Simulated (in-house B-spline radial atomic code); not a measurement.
Results of a calculation; reference values are marked as such.
## Making a Troullier-Martins p channel for Ag, r_c = 0.67 bohr

Ag, [Kr] 4d10 5s1, non-relativistic PBE, spherical and spin-unpolarised, from an all-electron radial atomic-structure program (B-spline basis) (atomic units). The all-electron 4p level is ε = -2.083358 hartree, its outermost node lies just inside 0.46 bohr and its outer maximum at 0.89 bohr.

Inside r_c the pseudo-orbital is u(r) = r^2 exp(p(r)), with p = c0 + c2 r² + c4 r⁴ + … + c12 r¹². The seven coefficients follow from p and its first four derivatives at r_c, from zero curvature of the screened potential at the origin, c4 = −c2²/(2l + 5), and from the norm inside r_c. At r_c the all-electron orbital has P = 0.8900686, P' = 2.53063, the screened potential V = -12.66395, V' = 38.7034, V'' = -150.2635, and the norm inside is Q = 0.137431.

Q: What are p, p' and p'' at r_c?

A: p = ln(P/r_c^2) = ln(0.8900686/0.4489) = 0.68450. p' = P'/P − 2/r_c = 2.84319 − 2.98507 = -0.14189. The radial equation gives p'' = 2(V − ε) − 2(2) p'/r_c − p'² = -21.16118 − (-0.84710) − 0.02013 = -20.33421. Differentiating, p''' = 2V' + 2(2)p'/r_c² − 2(2)p''/r_c − 2p'p'' = 191.77, and p'''' = 2V'' − 4(2)p'/r_c³ + 4(2)p''/r_c² − 2(2)p'''/r_c − 2p''² − 2p'p''' = -2576.6.

For a trial c2 the five matching conditions are linear in c0, c6, c8, c10 and c12, and c2 is varied until the norm inside r_c equals Q. The root nearest zero gives:

| n | c_n |
| --- | --- |
| 0 | 3.270803 |
| 2 | -18.9883 |
| 4 | -51.50791 |
| 6 | 765.2439 |
| 8 | -2458.684 |
| 10 | 3328.704 |
| 12 | -1679.566 |

Q: Check c4 and p(r_c), and find the screened pseudopotential at the origin.

A: −c2²/7 = -51.5079, as listed. The terms c_n r_c^n are 3.27080, -8.52385, -10.37942, 69.22272, -99.83921, 60.67687, -13.74342, which sum to 0.68450. Inverting the radial equation, V_l(r) = ε + 2 p'/r + (p'' + p'²)/2, so V_l(0) = ε + (2l + 3) c2 = -2.083358 + 5 × (-18.9883) = -97.0248 hartree, finite where the all-electron potential diverges.

Orbitals and screened potentials:

```csv
r (bohr),P,u,V all-electron,V pseudo
0.067,0.3999,0.1084,-525.4,-96.47
0.168,-0.2008,0.424,-149.6,-80.01
0.268,-0.6135,0.4639,-71.32,-31.51
0.369,-0.3887,0.3564,-40.83,9.448
0.469,0.09568,0.3678,-26.11,22.32
0.57,0.5619,0.5849,-17.67,4.728
0.67,0.8901,0.8901,-12.66,-12.66
```

Logarithmic derivatives P'/P at R = 0.97 bohr, for energies E around ε:

```csv
E − ε (hartree),all-electron,pseudo
-0.5,-0.0907235,-0.0957801
-0.25,-0.273257,-0.274768
-0.1,-0.387126,-0.387492
0,-0.464968,-0.465099
0.1,-0.544423,-0.544823
0.25,-0.666771,-0.668705
0.5,-0.879705,-0.88808
```

Q: With P(R) = 1.113697 and a norm of 0.4876786 inside R, what slope in energy does norm conservation fix?

A: d(P'/P)/dE = −2 × (norm inside R)/P(R)² = -0.7864 per hartree·bohr at E = ε, for both atoms, since orbital and norm agree at R. Differences over ±0.1 hartree give -0.7865 (all-electron) and -0.7867 (pseudo), which also hold third-order terms. Half a hartree below ε the two curves differ by -0.0051.
